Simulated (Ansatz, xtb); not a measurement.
Relaxing a trial structure of BNSiZn

The starting geometry of this gas-phase singlet was built from a drawn formula by distance geometry; its bonds are those of `[B][Zn][Si]#N`.

```xyz
4

B     1.5619    4.0296    0.4073
N    -4.1830    3.5170    0.0322
Si   -2.7233    3.6669    0.0688
Zn   -0.5210    3.9338    0.1713
```

Q: Where would you expect an optimisation with r2SCAN-D4/def2-SVP to take it?

A: It keeps its bonds, and is `[B][Zn][Si]#N`.

The energy falls by 0.65 eV over 6 steps:

```
step  E − E(last) (eV)
   1             0.648
   2             0.123
   3             0.004
   4             0.000
   5             0.000
   6             0.000
```

Final geometry (Å):

```csv
atom,x (Å),y (Å),z (Å)
B,1.7797,4.0861,0.3796
N,-4.3977,3.5142,-0.0158
Si,-2.8195,3.6629,0.0810
Zn,-0.4279,3.8841,0.2347
```

From the same start GFN2-xTB ends elsewhere, differing in B1–Si3 (1.90 against 4.63 Å here), Si3–Zn4 (3.04 against 2.41 Å here).

No frequencies were run, so the end isn't proven a minimum. Run with Ansatz 0.2.0, 20 s on 1 thread of Arm Neoverse V2, on a shared host.
